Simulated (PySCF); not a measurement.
# Atomic charges by several schemes

Compound: SiCl3(nBu), C4H9Cl3Si.
Geometry (PBE0-D3(BJ)/def2-SVP, Å), atoms numbered from 1 in this order:
```xyz
17
C4H9Cl3Si angstrom
Si     1.254    1.805    1.400
Cl     1.204    1.980    3.445
Cl     3.216    1.817    0.792
Cl     0.330    3.449    0.583
C      0.410    0.250    0.851
C      0.373    0.072   -0.667
C     -0.289   -1.225   -1.126
C     -1.758   -1.348   -0.754
H      0.938   -0.591    1.337
H     -0.604    0.274    1.285
H     -0.153    0.931   -1.118
H      1.403    0.108   -1.058
H     -0.183   -1.294   -2.221
H      0.274   -2.082   -0.715
H     -2.195   -2.273   -1.160
H     -1.908   -1.372    0.337
H     -2.342   -0.502   -1.151
```

Density: PBE0/pcSseg-1 (PySCF); schemes: Mulliken, IAO, Hirshfeld and ESP-fitted. Isolated species at its PBE0-D3(BJ)/def2-SVP geometry (one conformer only).

Problem. Atoms with like bonding are taken together and averaged. For which atoms does the sign change between the 4 schemes (beyond +0.03 e in one, beyond −0.03 e in another)?

Solution. C6 and C7. Atomic charges aren't observables, and each scheme defines them in its own way.

Problem. At which atom do the 4 schemes differ most?

Solution. At Si1: from +0.139 (ESP-fitted) to +1.071 e (IAO), 0.932 e apart.

Problem. Which atoms carry the lowest charge in the Mulliken, IAO, Hirshfeld and ESP-fitted schemes?

Solution. The schemes don't all agree: Mulliken C5 (-0.531); IAO C5 (-0.564); Hirshfeld C5 (-0.160); ESP-fitted C8 (-0.262).

Problem. What partial charge does each atom carry?

Solution. In e; atoms taken as equivalent share a row and are averaged (×n: the atom named and its like, n in all):

| atom | environment | Mulliken | IAO | Hirshfeld | ESP-fitted |
| --- | --- | --- | --- | --- | --- |
| Si1 | silicon bonded to C and 3 Cl | +0.985 | +1.071 | +0.381 | +0.139 |
| Cl2/Cl3/Cl4 | chlorine bonded to Si | -0.284 | -0.291 | -0.112 | -0.088 |
| C5 | carbon bonded to C, Si and 2 H | -0.531 | -0.564 | -0.160 | -0.214 |
| C6 | carbon bonded to 2 C and 2 H | -0.278 | -0.242 | -0.066 | +0.042 |
| C7 | carbon bonded to 2 C and 2 H | -0.245 | -0.241 | -0.061 | +0.038 |
| C8 | carbon bonded to C and 3 H | -0.298 | -0.411 | -0.114 | -0.262 |
| H9/H10 | hydrogen on C5 | +0.171 | +0.159 | +0.047 | +0.126 |
| H11/H12 | hydrogen on C6 | +0.138 | +0.135 | +0.032 | +0.020 |
| H13/H14 | hydrogen on C7 | +0.122 | +0.132 | +0.039 | +0.013 |
| H15/H16/H17 | hydrogen on C8 | +0.118 | +0.136 | +0.040 | +0.068 |

Mean size of the charges over all atoms: IAO 0.274 e, Mulliken 0.259 e, ESP-fitted 0.087 e, Hirshfeld 0.087 e. Each set sums to the total charge, 0, to within 0.001 e. The ESP scheme fits charges at the nuclei, held to the total charge, to the electrostatic potential on points at 1.4 to 2.0 times the van der Waals radii. The IAO scheme counts the electrons in orthogonalised intrinsic atomic orbitals, a minimal basis polarised so that it spans the occupied orbitals exactly.

Some averages cover members that differ in this geometry: H15/H16/H17, ESP-fitted +0.049 to +0.080 e.

Problem. Sum the charges by element, for elements with more than one atom.

Solution. 
| element | atoms | Mulliken | IAO | Hirshfeld | ESP-fitted |
| --- | --- | --- | --- | --- | --- |
| Cl | 3 | -0.851 | -0.872 | -0.337 | -0.265 |
| C | 4 | -1.352 | -1.458 | -0.400 | -0.396 |
| H | 9 | +1.218 | +1.259 | +0.355 | +0.522 |

Problem. How closely do the schemes follow one another over all atoms?

Solution. Correlation coefficient and root-mean-square difference: Mulliken with IAO 1.00, 0.038 e; IAO with Hirshfeld 0.99, 0.240 e; Mulliken with Hirshfeld 0.99, 0.215 e; IAO with ESP-fitted 0.76, 0.283 e; Mulliken with ESP-fitted 0.73, 0.263 e; Hirshfeld with ESP-fitted 0.73, 0.085 e.
